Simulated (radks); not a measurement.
Valence configurations of Sn IV (all share [Kr]). Calculated with a radial shooting solver on a logarithmic mesh with Libxc functionals: scalar-relativistic Kohn-Sham, SCAN, spin-polarised, spherical densities, finite nucleus; open shells are filled with parallel spins first (spin-orbit coupling, left out, can overturn this in heavy ions); meta-GGA in the generalised Kohn-Sham scheme; Fermi nuclear charge, rms radius 4.6519 fm. Energies are relative to 4d10 5s1; eigenvalues in eV for spin up.

| valence | E (eV) | moment (Bohr magnetons) | e(4d) | e(5p) | e(5s) |
|---|---|---|---|---|---|
| 4d10 5s1 | 0.000 | 1 | -55.831 | - | -36.892 |
| 4d10 5s0.5 5p0.5 | 4.845 | 1 | -56.461 | -27.638 | -37.192 |
| 4d10 5p1 | 9.562 | 1 | -57.090 | -27.929 | - |
| 4d9.5 5s1 5p0.5 | 14.499 | 2 | -59.402 | -28.747 | -38.633 |
| 4d9 5s1 5p1 | 29.678 | 3 | -62.937 | -30.181 | -40.415 |
| 4d9 5s0.5 5p1.5 | 34.780 | 3 | -63.559 | -30.433 | -40.620 |
| 4d8 5s1 5p2 | 62.111 | 5 | -69.945 | -32.819 | -43.728 |
| 4d8 5s0.5 5p2.5 | 67.564 | 5 | -70.540 | -33.117 | -44.021 |

NIST lists [Kr] 4d10 5s1 as the ground configuration; this level of theory agrees among the configurations tried. The energies are those of spherical high-spin densities, not of single terms. No valid solution was reached for [Kr] 4d9 5s2; [Kr] 4d8 5s2 5p1.
